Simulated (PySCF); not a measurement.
The second ionisation energy along group 14

All values are computed (PySCF 2.14, energy differences of UHF-based or UKS calculations, no spin-orbit coupling). Values in eV. The last column holds reference values (NIST; (s) semi-empirical, (t) theoretical, else measured). Unmarked ones compare directly (S terms, centres of terms, or small fine structure); those marked * lie between the lowest fine-structure levels and include a spin-orbit shift.

| element | configurations | CCSD(T) (valence and next inner shell) | LDA | MP2 (valence) | SCS-MP2 (valence) | CCSD(T) (valence) | CCSDT (valence) | reference |
| --- | --- | --- | --- | --- | --- | --- | --- | --- |
| C (def2-TZVPPD, non-relativistic) | [He] 2s2 2p1 → [He] 2s2 | 24.257 | 24.766 | 24.373 | 24.335 | 24.235 | 24.244 | 24.378 |
| Si (def2-TZVPPD, non-relativistic) | [Ne] 3s2 3p1 → [Ne] 3s2 | 16.237 | 16.376 | 16.101 | 16.089 | 16.245 | 16.257 | 16.322 |
| Ge (def2-TZVPPD, non-relativistic) | [Ar] 3d10 4s2 4p1 → [Ar] 3d10 4s2 | 15.640 | 15.876 | 15.451 | 15.439 | 15.545 | 15.552 | 15.789 |
| Sn (def2-TZVPPD with the def2 core potential (28 electrons), ECP) | [Kr] 4d10 5s2 5p1 → [Kr] 4d10 5s2 | 14.139 | 14.403 | 13.947 | 13.935 | 14.029 | 14.035 | 14.282 |
| Pb (def2-TZVPPD with the def2 core potential (60 electrons), ECP) | [Xe] 4f14 5d10 6s2 6p1 → [Xe] 4f14 5d10 6s2 | 13.558 | 13.916 | 13.383 | 13.369 | 13.446 | 13.449 | 13.869 |

| method | elements | mean error (eV) | mean absolute error (eV) | largest error (eV) |
| --- | --- | --- | --- | --- |
| CCSD(T) (valence and next inner shell) | 5 | -0.162 | 0.162 | -0.310 |
| LDA | 5 | 0.140 | 0.140 | 0.388 |
| MP2 (valence) | 5 | -0.277 | 0.277 | -0.485 |
| SCS-MP2 (valence) | 5 | -0.294 | 0.294 | -0.499 |
| CCSD(T) (valence) | 5 | -0.228 | 0.228 | -0.423 |
| CCSDT (valence) | 5 | -0.221 | 0.221 | -0.420 |

Errors include the incompleteness of the basis and the frozen core.

"Valence" correlates the outer s and p shells and, in groups 3 to 12 and the f block, the outer d or f shell, open or full, or the next shell where the ion has no valence electron left; the wider scheme adds the next inner shell.
